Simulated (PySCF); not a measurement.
Ligands exchanged one at a time, Ga OH-SiH3. Gas-phase values, no solvent. One relaxed conformer stands for each flexible species; it need not be the lowest. Strings in code marks are SMILES.

The four lowest singlet excitations (Tamm–Dancoff). Calculation: PBE-D3(BJ)/def2-TZVP // PBE0-D3(BJ)/def2-TZVP (PySCF). Excitations are Tamm–Dancoff values on a coarser integration grid. The basis has no diffuse functions, so Rydberg states are missing or too high.

| state | energy (eV) | wavelength (nm) | oscillator strength |
|---|---|---|---|
| S1 | 3.81 | 325 | 0.000 |
| S2 | 4.98 | 249 | 0.007 |
| S3 | 5.24 | 237 | 0.003 |
| S4 | 5.41 | 229 | 0.021 |

**Question.** Identify which member gives these states.
(A) `[OH][Ga]([OH])[SiH3]` (H–O–Ga–Si torsion -179°, Si–Ga–O–H torsion -1°)
(B) `[OH][Ga]([OH])[OH]`
(C) `[OH][Ga]([SiH3])[SiH3]` (H–O–Ga–Si torsion 1°)

**Answer.** C, `[OH][Ga]([SiH3])[SiH3]` (H–O–Ga–Si torsion 1°)
